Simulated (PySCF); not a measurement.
Cartesian coordinates (Å):
```xyz
9

Ti    -0.0278    -0.2292    -0.0427
O      0.4877    -1.8845    -0.5627
H      0.1471    -2.7184    -0.1908
O     -1.1772     0.4678    -1.2538
H     -1.3062     0.1319    -2.1594
O      1.4492     0.8066     0.0857
H      1.5476     1.7050    -0.2779
O     -0.8738    -0.3097     1.5545
H     -0.4840    -0.0474     2.4081
```
Charge 0, spin multiplicity 1.

**Question.** Estimate the charge on the central atom (Mulliken), dipole moment, LUMO, total energy, charge on the central atom (meta-Löwdin), HOMO–LUMO gap and HOMO that PySCF with PBE-D3(BJ)/def2-TZVP // BP86-D3(BJ)/def2-SVP returns for this input.

**Answer.** 
* **charge on the central atom (Mulliken)**: 1.29 e
* **dipole moment**: 0.07 D
* **LUMO**: -2.22 eV
* **total energy**: -1152.6202 Ha
* **charge on the central atom (meta-Löwdin)**: 1.35 e
* **HOMO–LUMO gap**: 5.08 eV
* **HOMO**: -7.30 eV
